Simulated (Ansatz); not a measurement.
Consider the ligand exchange at the Al–N bond: `[NH2][Al]([OH])[SH]` + H–F → `[OH][Al]([F])[SH]` + NH₃.

Program: Ansatz. Geometries: PBE0-D4/def2-TZVP. ΔE: electronic, gas phase. CCSD(T)/CBS is the MP2 limit (def2-TZVPP, def2-QZVPP) plus CCSD(T) − MP2 in def2-TZVPP, frozen cores. This one scheme is used for every species. Each species was taken in one conformer, which may not be the lowest.

`[NH2][Al]([OH])[SH]`:

Cartesian coordinates in Å:
```
N -1.153 -0.537 0.913
Al 0.152 0.123 -0.067
O 0.700 -0.586 -1.504
S 1.147 1.953 0.569
H -1.674 -1.373 0.710
H -1.483 -0.119 1.768
H 0.350 -1.386 -1.890
H 1.962 1.924 -0.500
```

H–F:

Z-matrix (Å, degrees):
```
F
H 1 0.920
```

`[OH][Al]([F])[SH]`:

Cartesian coordinates in Å:
```
O -1.390 0.608 -0.938
Al -0.019 -0.161 -0.348
F 0.739 -1.243 -1.321
S 0.788 0.211 1.629
H -1.908 1.251 -0.460
H 1.789 -0.666 1.437
```

NH₃:

```xyz
4

N     0.059    0.148   -0.232
H    -0.883   -0.223   -0.251
H     0.686   -0.639   -0.121
H     0.139    0.713    0.605
```

```
              species  CCSD(T)/CBS(def2) energy (Eh)
`[NH2][Al]([OH])[SH]`                     -772.22585
                  H–F                     -100.39570
  `[OH][Al]([F])[SH]`                     -816.14836
                  NH₃                      -56.50880
```

Question: Work out ΔE.

Answer: ΔE = (-816.14836) + (-56.50880) − (-772.22585) − (-100.39570) = -0.03561 Eh = -93.5 kJ/mol.

Largest T1 diagnostic among the species: 0.012.

At CCSD(T), def2-SVP lies −8.8 kJ/mol from the extrapolated value and def2-TZVPP −0.8 kJ/mol. From BLYP to BHLYP (50 % exact exchange), in def2-TZVPP and without D4, ΔE moves by +3.0 kJ/mol.
